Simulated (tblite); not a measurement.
Parent: `[CH2:1]=[C:2]1[CH2:3][SiH2:4]1`, C3H6Si.

The geometries are computed with GFN2-xTB (gas phase). One conformer each, not checked by frequencies here.

| coordinate of the parent | value |
| --- | --- |
| C1=C2 | 1.314 Å |
| C2–C3 | 1.506 Å |
| C3–Si4 | 1.900 Å |
| C2–Si4 | 1.857 Å |
| C1–C2–C3 | 137.4° |
| C1–C2–Si4 | 154.7° |
| C3–C2–Si4 | 67.9° |
| C2–C3–Si4 | 64.9° |
| C2–Si4–C3 | 47.2° |

How does the shared frame change in `[CH2:1]=[C:2]1[SiH2:3][C@@H:4]1[S:5](=[O:6])(=[O:7])[OH:8]` with Si3–C4–S5–O6 -161°, C4–S5–O8–H 135°, C3H6O3SSi? Atoms pair as C1 = C1, C2 = C2, C3 = C4, Si4 = Si3 (parent first).

```
   parent   relative  value in the relative  change
    C1=C2      C1=C2                1.315 Å  +0.001
    C2–C3      C2–C4                1.502 Å  -0.004
   C3–Si4     C4–Si3                1.907 Å  +0.007
   C2–Si4     C2–Si3                1.856 Å  -0.001
 C1–C2–C3   C1–C2–C4                 135.0°    -2.4
C1–C2–Si4  C1–C2–Si3                 156.7°    +2.0
C3–C2–Si4  C4–C2–Si3                  68.3°    +0.4
C2–C3–Si4  C2–C4–Si3                  64.7°    -0.2
C2–Si4–C3  C2–Si3–C4                  47.0°    -0.2
```

Of the parent's bonds, C3–Si4 changes most (+0.007 Å). Bonds of the relative outside the shared frame: C4–S5 1.750, S5=O6 1.433, S5=O7 1.432, S5–O8 1.632 Å. Point group Cs → C1.
